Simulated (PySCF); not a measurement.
# Bond curve of ScAl

Set-up: basis Sc def2-TZVPP, Al def2-TZVPP; no relativity; PySCF 2.14. Energies in eV from Sc (3d1 4s2) + Al in their ground configurations at the same level. State: Ms = 1 determinant of mixed spin (⟨S²⟩ near 2.3), unpaired electrons π ↑↑.

All columns are PBE0. A positive dipole means Sc(−)Al(+).

```json
{"R (Å)": "2.330", "E (eV)": "-0.787", "μ (D)": "-1.35", "Mulliken charge on Sc (basis-dependent)": "-0.01", "HOMO (eV)": "-4.27", "LUMO (eV)": "-2.20", "Mayer bond order": "1.97", "⟨S²⟩": "2.45"}
{"R (Å)": "2.438", "E (eV)": "-1.066", "μ (D)": "-1.39", "Mulliken charge on Sc (basis-dependent)": "-0.02", "HOMO (eV)": "-4.30", "LUMO (eV)": "-2.16", "Mayer bond order": "1.92", "⟨S²⟩": "2.40"}
{"R (Å)": "2.546", "E (eV)": "-1.222", "μ (D)": "-1.42", "Mulliken charge on Sc (basis-dependent)": "-0.02", "HOMO (eV)": "-4.33", "LUMO (eV)": "-2.12", "Mayer bond order": "1.86", "⟨S²⟩": "2.36"}
{"R (Å)": "2.628", "E (eV)": "-1.277", "μ (D)": "-1.43", "Mulliken charge on Sc (basis-dependent)": "-0.02", "HOMO (eV)": "-4.34", "LUMO (eV)": "-2.09", "Mayer bond order": "1.82", "⟨S²⟩": "2.33"}
{"R (Å)": "2.709", "E (eV)": "-1.292", "μ (D)": "-1.43", "Mulliken charge on Sc (basis-dependent)": "-0.02", "HOMO (eV)": "-4.36", "LUMO (eV)": "-2.07", "Mayer bond order": "1.78", "⟨S²⟩": "2.31"}
{"R (Å)": "2.790", "E (eV)": "-1.275", "μ (D)": "-1.42", "Mulliken charge on Sc (basis-dependent)": "-0.01", "HOMO (eV)": "-4.36", "LUMO (eV)": "-2.06", "Mayer bond order": "1.74", "⟨S²⟩": "2.29"}
{"R (Å)": "2.899", "E (eV)": "-1.215", "μ (D)": "-1.38", "Mulliken charge on Sc (basis-dependent)": "0.00", "HOMO (eV)": "-4.37", "LUMO (eV)": "-2.05", "Mayer bond order": "1.70", "⟨S²⟩": "2.27"}
{"R (Å)": "3.034", "E (eV)": "-1.100", "μ (D)": "-1.29", "Mulliken charge on Sc (basis-dependent)": "0.00", "HOMO (eV)": "-4.34", "LUMO (eV)": "-2.05", "Mayer bond order": "1.64", "⟨S²⟩": "2.25"}
{"R (Å)": "3.197", "E (eV)": "-0.926", "μ (D)": "-1.14", "Mulliken charge on Sc (basis-dependent)": "0.00", "HOMO (eV)": "-4.18", "LUMO (eV)": "-2.06", "Mayer bond order": "1.59", "⟨S²⟩": "2.23"}
{"R (Å)": "3.413", "E (eV)": "-0.669", "μ (D)": "-0.86", "Mulliken charge on Sc (basis-dependent)": "-0.01", "HOMO (eV)": "-4.01", "LUMO (eV)": "-2.09", "Mayer bond order": "1.53", "⟨S²⟩": "2.20"}
```

A fit through these points gives, at Re = 2.702 Å, μ = -1.43 D and dμ/dR = 0.0678 D/Å; the reduced mass is 16.86 u.

Task: How strong is the fundamental in the double-harmonic approximation, I = 42.26·(dμ/dR)²/μred km/mol?

Result: I = 42.26·(0.0678)²/16.86 = 0.0115 km/mol at PBE0.

The metal atom is held in its measured ground configuration; semilocal functionals can put another filling of s and d lower by some tenths of an eV, and De to that atom would be smaller. With d or f electrons several states lie close, and the lowest PBE0 determinant need not be the measured ground state.
